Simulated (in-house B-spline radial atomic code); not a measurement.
RPA and G0W0 for Ar³⁺, [Ne] 3s2 3p3, highest spin, as one setting changes: the radius of a hard wall (bohr). Start: Hartree-Fock. A dash marks a level of low quasi-particle weight. Computed with an all-electron radial atomic-structure program (B-spline basis): all electrons, non-relativistic, point nucleus, each spin shell either full or empty, empty states to l = 9 with an (l + 1/2)⁻⁴ tail; G0W0 by contour deformation at full frequency.

```tsv
radius of a hard wall (bohr)	mean-field level (eV)	G0W0 level (eV)	RPA correlation (Eh)
2	-37.08	3p up -37.93	-0.85934
2.5	-52.41	3p up -53.12	-0.82756
3	-57.19	3p up -57.78	-0.81473
3.5	?	?	?
4	-59.08	3p up -59.53	-0.80896
5	?	?	?
6	-59.22	3p up -59.63	-0.80841
8	-59.22	3p up -59.63	-0.80834
12	-59.22	3p up -59.63	-0.80825
```

What belongs in the row for 3.5?

mean-field level (eV): -58.66; G0W0 level (eV): 3p up -59.16; RPA correlation (Eh): -0.81029.

What belongs in the row for 5?

mean-field level (eV): -59.21; G0W0 level (eV): 3p up -59.63; RPA correlation (Eh): -0.80849.
